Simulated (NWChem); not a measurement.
Molecule: SiPH₅O; SMILES O[SiH2]P

```xyz
8

Si    -0.5057     0.6450     0.0106
O      0.7187     1.7768     0.1035
P      0.0923    -1.5466     0.0395
H     -1.3417     0.8927     1.2084
H     -1.3242     0.8146    -1.2254
H      1.3656     1.7762    -0.6159
H      1.1044    -1.4176     1.0332
H      1.0057    -1.4720    -1.0531
```
Atoms are numbered in this order, from 1.

Program: NWChem. STO-3G and 3-21G are far too small for this property and stand as cheap habits. Geometry: optimised at B3LYP/6-31G* (spherical d). GIAO values for the isolated, static molecule; σ is the absolute isotropic shielding, δ = σ(reference) − σ with the isolated reference molecule computed at the same levels (1H: tetramethylsilane, 17O: water, 31P: phosphine, 29Si: tetramethylsilane).

For level KT2/pcSseg-1:

```
Quantity     Result
-----------  ------
δ Si1 (ppm)    -8.6
δ O2 (ppm)     43.1
δ P3 (ppm)     28.9
δ H4 (ppm)     5.36
δ H5 (ppm)     5.71
δ H6 (ppm)     0.52
δ H7 (ppm)     2.07
```

Problem. Estimate the same quantities for level Hartree-Fock/STO-3G.

Solution. The δ Si1 (ppm) is -14.3, the δ O2 (ppm) is -91.4 and the δ P3 (ppm) is -24.6. The δ H4 (ppm) is 2.30, the δ H5 (ppm) comes out as 1.92 and the δ H6 (ppm) comes out as -3.97. The δ H7 (ppm) is -0.12.
